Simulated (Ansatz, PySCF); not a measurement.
Reaction (SMILES): F[SiH](F)F + 3 [H][H] (H2) → 3 F (HF) + [SiH4] (SiH4)
Structures are relaxed separately at B3LYP-D3(BJ)/def2-TZVP in Ansatz (an electronic-structure program).

Quantity: energy of full hydrogenation (enthalpy at 298 K, with B3LYP-D3(BJ) rigid-rotor harmonic-oscillator terms from PySCF), in kcal/mol. Cores are frozen in the correlated levels unless marked. Spin-orbit coupling is left out. Non-relativistic. CBS(X,Y): correlation extrapolated as X^-3; Hartree-Fock from the larger set.

CCSD(T)/CBS(cc-pV(T+d)Z,cc-pV(Q+d)Z) (Ansatz) gives 98.9 kcal/mol.

Another calculation gave 97.6 kcal/mol. Which level was it?
A. LC-wPBE/def2-TZVPD (Ansatz)
B. BHLYP/def2-TZVPD (Ansatz)
C. PBE-QIDH/def2-TZVPD (Ansatz)
D. M06-2X/def2-TZVPD (PySCF)

B, BHLYP/def2-TZVPD (Ansatz). The others give 103.4 (M06-2X), 91.7 (LC-wPBE), 95.0 (PBE-QIDH) kcal/mol.
